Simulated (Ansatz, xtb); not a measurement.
## C5H8N2: which of two isomers lies lower

We compare a, `Cc1nccn1C`, a singlet, with b, `Cc1cnc(C)[nH]1`, a singlet. Both are isolated molecules in the gas phase, relaxed with B3LYP/def2-SVP.

Quicker runs give these differences E(b) − E(a): GFN2-xTB +0.005 eV; HF/STO-3G −0.201 eV (at GFN2-xTB geometries); r2SCAN-D4/def2-SVP −0.309 eV (at GFN2-xTB geometries).

Q: Estimate which is lower in electronic energy at CCSD(T)/def2-SVP + ΔMP2/def2-TZVPP, and by roughly how much.

A: The CCSD(T)/def2-SVP + ΔMP2/def2-TZVPP calculation puts structure b lower, by 0.281 eV.

The same difference at several levels:

```csv
level,geometry,E(b) − E(a) (eV),departure from the last row (eV),"job, with rough time for the two"
GFN2-xTB,GFN2-xTB,+0.005,+0.287,"optimisation, 0.13 s"
HF/STO-3G,GFN2-xTB,−0.201,+0.080,"single point, 0.44 s"
r2SCAN-D4/def2-SVP,GFN2-xTB,−0.309,−0.028,"single point, 3 s"
B3LYP/def2-SVP,B3LYP/def2-SVP,−0.303,−0.022,"optimisation, 25 s"
HF/def2-SVP,B3LYP/def2-SVP,−0.308,−0.027,part of the CCSD(T) run
MP2/def2-SVP,B3LYP/def2-SVP,−0.293,−0.012,part of the CCSD(T) run
CCSD(T)/def2-SVP,B3LYP/def2-SVP,−0.279,+0.002,single point
CCSD(T)/def2-SVP + ΔMP2/def2-TZVPP,B3LYP/def2-SVP,−0.281,,"single point, 53 s"
```

As drawn, b has 1 C–C, 1 N–H in place of 1 C–N, 1 C–H.

GFN2-xTB finds them nearly level. The largest departure from CCSD(T)/def2-SVP + ΔMP2/def2-TZVPP is that of GFN2-xTB, 0.287 eV. The last row adds to CCSD(T) the change of the MP2 difference between the two basis sets, here −0.002 eV.

With thermal terms from frequencies at re-optimised GFN2-xTB minima (ideal gas, soft modes damped towards free rotors, one conformer each, 298.15 K, 1 atm): on the last row, ΔE + ΔZPE = −0.280, ΔH = −0.275, ΔG = −0.289 eV.

The correlated steps freeze 7 core orbitals. Run with Ansatz 0.2.0, xtb 6.7.1; the last row on 2 threads of AMD EPYC 9R45 96-Core Processor (Zen 5) on a shared host.
